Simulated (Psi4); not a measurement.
Intermolecular potential of CH4 ··· CF4 (SMILES C and FC(F)(F)F). Monomers: optimised at B3LYP-D3(BJ) (def2-TZVP), held rigid. Orientation: a random orientation, not optimised. R is the distance of the centres of mass, along which the second monomer moves.

Geometry at R = 4.60 Å (first 5 atoms: monomer A):
```
10

C      0.0000     0.0000     0.0000
H     -0.0390     0.1355     1.0800
H     -0.6809    -0.7989    -0.2905
H     -0.2948     0.9254    -0.4929
H      1.0147    -0.2620    -0.2966
F     -1.0494    -1.6147     5.1735
C     -0.1834    -0.8560     4.5159
F     -0.0964    -1.2713     3.2597
F     -0.5950     0.4045     4.5371
F      1.0072    -0.9423     5.0934
```

Calculation: Psi4 1.11 with SAPT0/jun-cc-pVDZ, frozen core.

Components in kJ/mol:

| R / Å | electrostatics | exchange | induction | dispersion | total |
|---|---|---|---|---|---|
| 4.01 | -8.61 | 26.87 | -1.72 | -5.22 | 11.31 |
| 4.22 | -4.08 | 12.93 | -0.79 | -3.48 | 4.58 |
| 4.42 | -1.96 | 6.38 | -0.37 | -2.41 | 1.64 |
| 4.60 | -0.99 | 3.36 | -0.18 | -1.77 | 0.41 |
| 4.78 | -0.49 | 1.76 | -0.09 | -1.31 | -0.14 |
| 5.04 | -0.18 | 0.68 | -0.03 | -0.87 | -0.40 |
| 5.32 | -0.06 | 0.24 | -0.01 | -0.58 | -0.41 |
| 5.61 | -0.02 | 0.08 | 0.00 | -0.39 | -0.33 |
| 6.11 | 0.00 | 0.01 | 0.00 | -0.21 | -0.20 |
| 6.83 | 0.00 | 0.00 | 0.00 | -0.10 | -0.09 |
| 7.81 | 0.00 | 0.00 | 0.00 | -0.04 | -0.04 |
| 9.13 | 0.00 | 0.00 | 0.00 | -0.01 | -0.01 |
